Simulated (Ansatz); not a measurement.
A made-up structure of C$_{2}$H$_{2}$Zn, singlet:

| atom | x (Å) | y (Å) | z (Å) |
| --- | --- | --- | --- |
| C1 | -1.4798 | -0.5275 | -0.0367 |
| C2 | -0.3391 | -0.1234 | -0.0072 |
| Zn3 | 1.4328 | 0.5094 | 0.0362 |
| H4 | -2.4849 | -0.8831 | -0.0629 |
| H5 | -0.0485 | -0.9272 | -0.6342 |

It is relaxed with PBE-D4/def2-SVP and then PBE0-D4/def2-TZVP (Ansatz 0.2.0). Atoms count as bonded within 1.22 times the sum of their covalent radii (H–H: 0.88 Å). The end point is not checked to be a true minimum.

**Question.** Does its bonding change? (Judge from chemistry; the calculation decides.)

**Answer.** The calculation gives: Yes. Formed: none; broken: C2–Zn3.

Where it ends: The first stage lowers the energy by 2.71 eV in 11 steps. It ends as a complex of C₂H₂ (C#C) + Zn:
```tsv
atom	x (Å)	y (Å)	z (Å)
C1	-1.6090	-0.6521	-0.0949
C2	-0.6524	-1.1270	-0.6359
Zn3	1.6033	1.6063	0.7568
H4	-2.4572	-0.2265	0.3881
H5	0.1959	-1.5526	-1.1188
```

For scale, one of the runs: PBE0-D4/def2-TZVP relaxation, 122 basis functions, launched by `ansatz run in.yaml --threads 2 --pin off --events-out ev --progress --plain --max-ram 4352MiB`. The run took about 21 s on 2 CPU threads of an Intel Xeon 6975P-C (shared host).
